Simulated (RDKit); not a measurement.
Input file for RDKit: UFF on CH4N2O (a complex), monomers drawn apart or pushed together.

```python
from rdkit import Chem
from rdkit.Chem import AllChem, rdDetermineBonds

blocks = [
'''2

N    -0.34839498    0.36281176   -0.32613753
N     0.36657889   -0.35850908    0.07092464
''',
'''6

C     0.14262995   -0.50041891    4.92147764
O    -0.71820272    0.43431093    4.28450634
H     0.83981312   -0.01429347    5.61268507
H     0.71936836   -0.98309455    4.13411329
H    -0.41527740   -1.27159614    5.46387086
H    -1.24436959    0.87882652    4.95609272
''',
]
mol = None
for b in blocks:
    f = Chem.MolFromXYZBlock(b)
    rdDetermineBonds.DetermineBonds(f, charge=0)
    mol = f if mol is None else Chem.CombineMols(mol, f)
Chem.SanitizeMol(mol)
print(Chem.MolToSmiles(Chem.RemoveHs(mol)))
ff = AllChem.UFFGetMoleculeForceField(mol, vdwThresh=100.0, ignoreInterfragInteractions=False)
e = ff.CalcEnergy()
print(f'UFF energy {e:.6f} kcal/mol')
```

It printed:

```
CO.N#N
UFF energy 3.686180 kcal/mol
```

The run finished.

Cost: about 0.03 core-seconds (a rough figure).
